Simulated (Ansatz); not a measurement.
A nudged elastic band was laid between two geometries of CH5FSi2 (9 atoms, charge 0, multiplicity 1).

These are results of Ansatz 0.2.0, RKS PBE/cc-pVDZ, not measurements.

```json
{
 "movable images": "7",
 "climbing image": "yes",
 "spring": "5.0 eV/Å²",
 "optimiser": "lbfgs",
 "start path": "IDPP",
 "force threshold": "0.05 eV/Å",
 "iteration limit": "60",
 "end points": "relaxed"
}
```

Initial state:

```xyz
9
Properties=species:S:1:pos:R:3
F 1.553 -0.341 -2.047
Si 1.148 0.867 -0.993
C 0.020 0.667 0.285
Si -0.927 -0.883 0.716
H 1.929 2.086 -1.373
H -0.129 1.581 0.890
H -2.420 -0.660 0.616
H -0.539 -1.993 -0.227
H -0.636 -1.324 2.134
```

Final state:

```xyz
9
Properties=species:S:1:pos:R:3
F 2.011 2.009 -1.523
Si 1.117 0.709 -1.022
C 0.018 0.732 0.296
Si -0.917 -0.822 0.734
H 1.438 -0.452 -1.906
H -0.129 1.660 0.873
H -2.414 -0.632 0.628
H -0.508 -1.919 -0.224
H -0.617 -1.285 2.143
```

Which bonds break or form, and what moves?

No bond is made or broken. The dihedral F1–Si2–C3–Si4 goes from 0 to 180°.

Give the energies along the band, and the barrier.

It converged. The highest image is number 4 of 0 to 8, 26.4 kcal/mol above the first end and 27.4 kcal/mol above the last; the last end lies 1.0 kcal/mol below the first. The order of the stationary point at the top wasn't checked.

```
image  path coordinate (Å)  energy (kcal/mol)  dihedral F1–Si2–C3–Si4 (°)
    0                 0.00                0.0                           0
    1                 0.64                1.5                          21
    2                 1.28                6.5                          42
    3                 1.92               16.7                          62
    4                 2.55               26.4                          78
    5                 3.23               16.3                         108
    6                 3.91                6.3                         134
    7                 4.58                0.7                         158
    8                 5.26               -1.0                         180
```

What is the geometry of the highest image?


```xyz
9
Properties=species:S:1:pos:R:3:forces:R:3
F 0.594 0.697 -2.728 -0.02 -0.03 0.01
Si 0.889 0.887 -1.101 -0.02 -0.01 0.03
C -0.157 0.780 0.250 0.02 0.02 0.02
Si -0.644 -0.896 0.898 0.01 0.01 -0.01
H 2.379 1.109 -1.156 0.00 -0.03 0.00
H -0.769 1.650 0.544 -0.02 0.02 0.01
H -2.106 -1.252 0.707 0.02 0.00 -0.03
H 0.174 -1.968 0.203 0.03 0.03 -0.02
H -0.360 -1.006 2.383 -0.01 -0.01 -0.01
```

The run took 9.4 min on 1 thread of Arm Neoverse V1 (shared host), peak memory 0.27 GiB.
